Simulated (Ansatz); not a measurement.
Reactions of AlH₅O₂SSi (`[OH][Al]([SH])[O][SiH3]`).

Calculated with Ansatz (gas phase, PBE0-D4/def2-TZVP geometries, no zero-point term in ΔE). CCSD(T)/CBS is the MP2 limit (def2-TZVPP, def2-QZVPP) plus CCSD(T) − MP2 in def2-TZVPP, frozen cores. This one scheme is used for every species. For Br outer-core shells are correlated without core-valence functions, which leaves a few kJ/mol of doubt a bond. Scalar relativity is left out up to krypton. Each species was taken in one conformer, which may not be the lowest.

Task: Order these by ΔE at CCSD(T)/CBS, lowest first. (Estimate.)
A. `[OH][Al]([SH])[O][SiH3]` + H₂S → `[OH][Al]([SH])[SH]` + silanol
B. `[OH][Al]([SH])[O][SiH3]` + CH₃OH → `C[O][Al]([OH])[SH]` + silanol
C. `[OH][Al]([SH])[O][SiH3]` + HCl → `[OH][Al]([SH])[Cl]` + silanol
D. `[OH][Al]([SH])[O][SiH3]` + HBr → `[OH][Al]([Br])[O][SiH3]` + H₂S

Result: D (-11.7 kcal/mol), C (-0.9 kcal/mol), B (+7.7 kcal/mol), A (+11.6 kcal/mol).

Largest T1 diagnostic: 0.012, for `[OH][Al]([SH])[O][SiH3]`.
